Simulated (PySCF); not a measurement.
## Atomic charges against the basis set

C4H9ClSi.
Geometry (PBE0-D3(BJ)/def2-SVP, Å), atoms numbered from 1 in this order:
```
atom  x, y, z in Å
Cl1    2.0542    5.0557    1.3274
Si2    1.7248    3.2973    0.2624
C3     2.5278    1.8244    1.1307
C4     1.3592    0.8388    1.3128
C5     0.0666    1.6306    1.5429
C6    -0.0524    2.6993    0.4452
H7     2.1709    3.5621   -1.1352
H8     3.3800    1.3896    0.5875
H9     2.9082    2.1685    2.1070
H10    1.2453    0.2302    0.3984
H11    1.5474    0.1304    2.1355
H12    0.1176    2.1256    2.5290
H13   -0.8121    0.9662    1.5712
H14   -0.7775    3.4924    0.6786
H15   -0.3646    2.2395   -0.5095
```

PBE0 throughout (PySCF), one geometry, spherical d and f functions. The structure is a single PBE0-D3(BJ)/def2-SVP conformer in the gas phase; no vibrational or solvent corrections. Atoms taken as equivalent share a column and are averaged. The first 7 of 9 kinds of atom are listed.

Mulliken charges (e):

```json
{"basis": "STO-3G", "functions": "47", "Cl1": "-0.366", "Si2": "+0.745", "C3/C6": "-0.303", "C4/C5": "-0.147", "H7": "-0.096", "H8/H15": "+0.075", "H9/H14": "+0.082"}
{"basis": "6-31G", "functions": "80", "Cl1": "-0.320", "Si2": "+0.814", "C3/C6": "-0.648", "C4/C5": "-0.319", "H7": "-0.097", "H8/H15": "+0.200", "H9/H14": "+0.214"}
{"basis": "6-31G*", "functions": "110", "Cl1": "-0.297", "Si2": "+0.643", "C3/C6": "-0.563", "C4/C5": "-0.342", "H7": "-0.059", "H8/H15": "+0.196", "H9/H14": "+0.206"}
{"basis": "def2-SVP", "functions": "137", "Cl1": "-0.290", "Si2": "+0.621", "C3/C6": "-0.308", "C4/C5": "-0.076", "H7": "-0.064", "H8/H15": "+0.073", "H9/H14": "+0.079"}
{"basis": "6-311+G(2d,p)", "functions": "232", "Cl1": "-0.293", "Si2": "+0.829", "C3/C6": "-0.585", "C4/C5": "-0.260", "H7": "-0.050", "H8/H15": "+0.157", "H9/H14": "+0.163"}
{"basis": "def2-TZVP", "functions": "252", "Cl1": "-0.273", "Si2": "+0.415", "C3/C6": "-0.350", "C4/C5": "-0.188", "H7": "-0.025", "H8/H15": "+0.126", "H9/H14": "+0.132"}
```

IAO charges (e):

```tsv
basis	functions	Cl1	Si2	C3/C6	C4/C5	H7	H8/H15	H9/H14
STO-3G	47	-0.305	+0.837	-0.500	-0.257	-0.091	+0.135	+0.139
6-31G	80	-0.318	+0.789	-0.539	-0.260	-0.081	+0.158	+0.164
6-31G*	110	-0.336	+0.906	-0.550	-0.246	-0.119	+0.149	+0.155
def2-SVP	137	-0.326	+0.916	-0.547	-0.242	-0.126	+0.146	+0.151
6-311+G(2d,p)	232	-0.340	+0.937	-0.565	-0.255	-0.125	+0.153	+0.158
def2-TZVP	252	-0.341	+0.950	-0.568	-0.254	-0.129	+0.152	+0.158
```

Hirshfeld charges (e):

```tsv
basis	functions	Cl1	Si2	C3/C6	C4/C5	H7	H8/H15	H9/H14
STO-3G	47	-0.300	+0.493	-0.097	-0.018	-0.066	+0.013	+0.016
6-31G	80	-0.187	+0.342	-0.148	-0.051	-0.069	+0.042	+0.043
6-31G*	110	-0.173	+0.332	-0.150	-0.052	-0.073	+0.043	+0.044
def2-SVP	137	-0.143	+0.360	-0.160	-0.062	-0.081	+0.040	+0.040
6-311+G(2d,p)	232	-0.148	+0.363	-0.166	-0.072	-0.076	+0.043	+0.043
def2-TZVP	252	-0.146	+0.359	-0.167	-0.071	-0.077	+0.044	+0.043
```

Some averages cover members that differ in this geometry, most widely: C4/C5, Mulliken in 6-311+G(2d,p) -0.363 to -0.156; C3/C6, Mulliken in 6-311+G(2d,p) -0.624 to -0.547 e.

Problem. Which scheme is steadiest as the basis changes?

Solution. Largest range over the bases for any column: Hirshfeld 0.16 e, IAO 0.16 e, Mulliken 0.41 e. Hirshfeld and IAO charges move least and Mulliken charges most, counted in e. Without the minimal STO-3G basis the ranges are Hirshfeld 0.04, IAO 0.16, Mulliken 0.41 e.

Problem. How much do the charges still move between the two largest bases, 6-311+G(2d,p) and def2-TZVP?

Solution. At most, over all atoms: Mulliken 0.413 e, IAO 0.013 e, Hirshfeld 0.004 e.

Problem. What do the same runs give for the total energy, the frontier levels and the dipole moment?

Solution. 
```json
{"basis": "STO-3G", "energy (Eh)": "-896.9759", "HOMO (eV)": "-6.10", "LUMO (eV)": "4.62", "μ (D)": "2.86"}
{"basis": "6-31G", "energy (Eh)": "-907.0090", "HOMO (eV)": "-8.02", "LUMO (eV)": "0.58", "μ (D)": "3.12"}
{"basis": "6-31G*", "energy (Eh)": "-907.0973", "HOMO (eV)": "-7.91", "LUMO (eV)": "0.74", "μ (D)": "2.52"}
{"basis": "def2-SVP", "energy (Eh)": "-906.7909", "HOMO (eV)": "-7.95", "LUMO (eV)": "0.87", "μ (D)": "2.06"}
{"basis": "6-311+G(2d,p)", "energy (Eh)": "-907.2036", "HOMO (eV)": "-8.03", "LUMO (eV)": "0.01", "μ (D)": "2.23"}
{"basis": "def2-TZVP", "energy (Eh)": "-907.2179", "HOMO (eV)": "-8.00", "LUMO (eV)": "0.56", "μ (D)": "2.14"}
```

The dipole is fixed by the density alone, so its range of 1.06 D shows that the density itself changes with the basis, not only its division among atoms.
